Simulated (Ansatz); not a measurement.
The lowest doublet and quartet of CH (SMILES [CH]); geometries from B3LYP-D3(BJ)/def2-TZVP, each state relaxed from the structure named, with no frequency check.
Doublet (charge 0, multiplicity 2):
| atom | x (Å) | y (Å) | z (Å) |
|---|---|---|---|
| C | 0.0000 | 0.0000 | -0.1605 |
| H | 0.0000 | 0.0000 | 0.9630 |
Quartet (charge 0, multiplicity 4):
```xyz
2

C      0.000     0.000    -0.156
H      0.000     0.000     0.938
```

A positive gap puts the quartet lower; no zero-point energy. Active spaces average the two states.

Frozen-core correlation.

Codes used: Ansatz (a first-principles code) with Gaussian orbitals. 

Question: What is the computed gap E(doublet) − E(quartet), adiabatic (FIC-NEVPT4(SD) on SA-CASSCF(5,5)/cc-pVDZ)?

Answer: -0.60 eV
